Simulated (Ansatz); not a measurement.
The molecule SrS, closed-shell singlet (the spin of the measured ground state). No spin–orbit coupling.

D_e counts from the fitted minimum to each atom's lowest state at the same level, without counterpoise. The singlet is restricted.

Correlated levels freeze the inner cores; with def2 sets outer-core shells near the valence are correlated too.

Programs: Ansatz (Gaussian basis) for Hartree–Fock, density functionals and correlated methods. Values without a source in brackets are computed. In def2 rows elements past Kr take small-core potentials, without spin–orbit coupling.

PBE/def2-TZVPP gives 3.882 eV for the bond energy D_e.

**Question.** Where do these levels fall relative to PBE: r2SCAN/def2-TZVPP, B3LYP/def2-TZVPP, wB97M-V/def2-TZVPP, B2PLYP/def2-TZVPP, CCSD(T)/def2-QZVPP.

**Answer.** r2SCAN/def2-TZVPP 0.082; B3LYP/def2-TZVPP -0.492; wB97M-V/def2-TZVPP -0.514; B2PLYP/def2-TZVPP -0.602; CCSD(T)/def2-QZVPP -0.616 eV. 1 of 5 lie above PBE; the widest gap is to CCSD(T)/def2-QZVPP.

Ansatz is a first-principles code.
